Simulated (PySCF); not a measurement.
# How methods differ on the excitation energy of C²⁺

C²⁺ [He] 2s2 (1S) → C²⁺ [He] 2s1 3d1 (3D), as a difference of total energies. Computed with PySCF 2.14 in aug-cc-pCVTZ-DK with one added diffuse shell each of s, p, d, f type (8s7p5d3f, 75 functions), with the spin-free X2C one-electron Hamiltonian (Gaussian nucleus). Correlated levels: valence: 1s2 frozen; valence and next inner shell: nothing frozen. The calculations carry no spin-orbit coupling.

```json
{"method": "UHF", "excitation energy (cm⁻¹)": "255820"}
{"method": "LDA", "excitation energy (cm⁻¹)": "256540"}
{"method": "PBE", "excitation energy (cm⁻¹)": "255870"}
{"method": "PBE0", "excitation energy (cm⁻¹)": "257700"}
{"method": "r2SCAN", "excitation energy (cm⁻¹)": "256040"}
{"method": "B2PLYP", "excitation energy (cm⁻¹)": "261920"}
{"method": "BLYP", "excitation energy (cm⁻¹)": "256780"}
{"method": "wB97X-V", "excitation energy (cm⁻¹)": "261050"}
{"method": "r2SCAN0", "excitation energy (cm⁻¹)": "257750"}
{"method": "MP2 (valence)", "excitation energy (cm⁻¹)": "264440"}
{"method": "SCS-MP2 (valence)", "excitation energy (cm⁻¹)": "267100"}
{"method": "MP2 (valence and next inner shell)", "excitation energy (cm⁻¹)": "264930"}
{"method": "SCS-MP2 (valence and next inner shell)", "excitation energy (cm⁻¹)": "267530"}
```

The promoted electron is Rydberg-like, and one or two diffuse shells describe it only roughly, which tends to raise the upper state.
